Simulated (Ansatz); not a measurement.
Program: Ansatz. Geometries: PBE0-D4/def2-TZVP. ΔE: electronic, gas phase. CCSD(T)/CBS is the MP2 limit (def2-TZVPP, def2-QZVPP) plus CCSD(T) − MP2 in def2-TZVPP, frozen cores. Each species was taken in one conformer, which may not be the lowest.

Consider the formal exchange of groups at a B–C bond: `C=C=C(F)BC` + `CN(C)C` → `CBN(C)C` + `C=C=C(C)F`.

| species | CCSD(T)/CBS(def2) energy (Eh) |
| --- | --- |
| `C=C=C(F)BC` | -280.33540 |
| `CN(C)C` | -174.25827 |
| `CBN(C)C` | -199.71235 |
| `C=C=C(C)F` | -254.93710 |

(1) Work out ΔE.

Largest T1 diagnostic among the species: 0.013.

## Answers

(1) ΔE = (-199.71235) + (-254.93710) − (-280.33540) − (-174.25827) = -0.05578 Eh = -35.0 kcal/mol.

In def2-TZVPP, CCSD(T) changes the Hartree–Fock value by −2.4 kcal/mol (the triples alone add −0.1 kcal/mol) and MP2 by −2.8 kcal/mol.
